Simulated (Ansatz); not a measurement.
ReO₃⁺, relaxed as a singlet with RKS r2SCAN-D4/def2-TZVP in Ansatz, starting from the r2SCAN-D4/def2-TZVP geometry of the neutral doublet. Force threshold 0.02 eV/Å.

In the def2 sets Re takes a core potential; there is no spin–orbit coupling. The structure holds one bond between oxygen atoms, so isomers without such links may lie far lower. A triplet lies near this restricted singlet, and broken spin symmetry wasn't tried. At PBE0-D4/def2-TZVP a triplet of charge 1 lies 0.05 eV below the restricted singlet, each at its own geometry. The structure comes from a short search, and lower isomers may exist.

Start:

```csv
atom,x (Å),y (Å),z (Å)
Re1,0.369,-0.465,0.356
O2,0.045,-1.883,-0.496
O3,-0.791,1.034,0.471
O4,0.377,1.314,-0.331
```

```csv
step,energy (eV),largest force component (eV/Å),SCF passes
1,-8260.4974,1.708,23
2,-8260.6282,0.366,31
3,-8260.6722,0.385,31
4 (rejected),-8260.6425,0.524,32
5,-8260.6816,0.105,33
6,-8260.6817,0.059,28
7,-8260.6818,0.018,27
```

Force components are those of the run's own axes.

End:

```tsv
atom	x (Å)	y (Å)	z (Å)
Re1	0.427	-0.459	0.463
O2	0.000	-1.702	-0.526
O3	-0.789	0.954	0.437
O4	0.361	1.207	-0.373
```

By distances, no bond broke or formed. The bond that changes most is Re1–O4, from 1.91 to 1.87 Å (atoms count from 1).

No frequencies were taken in this run, so the end may be a saddle point.

Run time 11 s (4 threads of Arm Neoverse V1 on a shared host).
